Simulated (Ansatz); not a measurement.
Total energies of `CC[N](C)[Hf]([F])([F])[N](C)CC`.

Z-matrix (Å, degrees):
```
Hf
C 1 3.236
C 1 3.038 2 73.5
F 1 1.928 2 155.5 3 -33.7
N 1 2.023 2 91.6 3 109.7
N 1 2.029 2 49.4 3 -0.4
C 1 2.912 2 109.5 3 130.9
F 1 1.933 2 75.4 3 -142.2
C 1 3.114 2 27.5 3 -1.0
C 1 3.180 2 78.2 3 95.5
H 2 1.091 3 131.6 1 178.4
H 2 1.096 1 70.6 3 -120.4
H 2 1.094 1 72.2 3 122.0
H 3 1.099 1 124.7 2 -78.7
H 3 1.099 1 124.3 2 77.5
H 3 1.094 1 76.2 2 179.5
C 7 1.521 1 123.1 2 -141.6
H 7 1.103 1 69.5 2 119.5
H 7 1.101 1 126.1 2 25.6
H 9 1.102 1 123.4 2 107.2
H 9 1.101 1 123.1 2 -107.3
H 10 1.092 1 82.3 2 -44.5
H 10 1.098 1 122.3 2 -150.0
H 10 1.100 1 123.9 2 61.9
H 17 1.092 7 111.5 1 107.5
H 17 1.093 7 110.5 1 -12.9
H 17 1.093 7 110.5 1 -132.9
```

Total charge 0; spin multiplicity 1. Correlated methods include outer-core shells of Hf, which these sets cover unevenly. Hf: def2 effective core potential. The structure was optimised at the PBE0-D4/def2-TZVP level. It is one conformer, not always the lowest. Basis def2-TZVPP, the Gaussian-basis code of Ansatz.

RPA on PBE orbitals: Hartree–Fock energy of these orbitals -592.09440 Eh, correlation -3.67490 Eh (frozen core).

```tsv
functional	energy without D4 (Eh)	D4 term (kJ/mol)
B3LYP	-595.98044	-105.3
BHLYP	-595.54961	-81.4
```

Q: Give the same for LDA (SPW92), PBE, revPBE, BLYP, r2SCAN, B97M-V, PBE0, r2SCANh, r2SCAN0, HSE06 (plane-wave form), CAM-B3LYP, LC-ωPBE, ωB97X-V, ωB97M-V, B2PLYP, PBE-QIDH. (Best estimate.)

A: The calculation gave: 
```tsv
functional	energy without D4 (Eh)	D4 term (kJ/mol)
LDA (SPW92)	-591.42688	–
PBE	-595.30918	-67.1
revPBE	-595.81008	-194.3
BLYP	-595.73124	-141.0
r2SCAN	-595.68435	-19.4
B97M-V	-595.87829	–
PBE0	-595.32139	-58.0
r2SCANh	-595.63977	-20.5
r2SCAN0	-595.57606	-22.3
HSE06 (plane-wave form)	-595.29135	-54.4
CAM-B3LYP	-595.67691	-59.3
LC-ωPBE	-595.65170	–
ωB97X-V	-595.76460	–
ωB97M-V	-595.64477	–
B2PLYP	-595.42908	–
PBE-QIDH	-595.17975	–
```

B3LYP takes the VWN-RPA correlation (the form of Gaussian; ORCA's B3LYP/G). HSE06 is the plane-wave form, built on full-range PBE exchange. The double hybrids freeze the cores in their second-order part.

LC-ωPBE has ω = 0.4 bohr⁻¹.
